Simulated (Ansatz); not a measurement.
Ansatz results at the PBE0-D4/def2-TZVP geometry: HOMO energy (PBE/def2-TZVPP) -5.73 eV; HOMO–LUMO gap (B3LYP/def2-TZVPP) 5.13 eV; HOMO–LUMO gap (ωB97M-V/def2-TZVPP) 9.84 eV.

Each molecule was computed in one conformer, which needn't be the lowest.

Task: Which molecule gave them?
A. `B/C(O)=C(/O)[SiH3]`
B. `C/C=C/N`
C. `OC1(F)NB1[SiH3]`
D. `BSC(=C)CF`

Result: D. The others give `OC1(F)NB1[SiH3]`: -6.07, 6.07, 10.66; `C/C=C/N`: -4.57, 6.36, 10.57; `B/C(O)=C(/O)[SiH3]`: -5.52, 4.30, 8.74.

B3LYP here is the variant with VWN-RPA as its local correlation; programs differ in this.
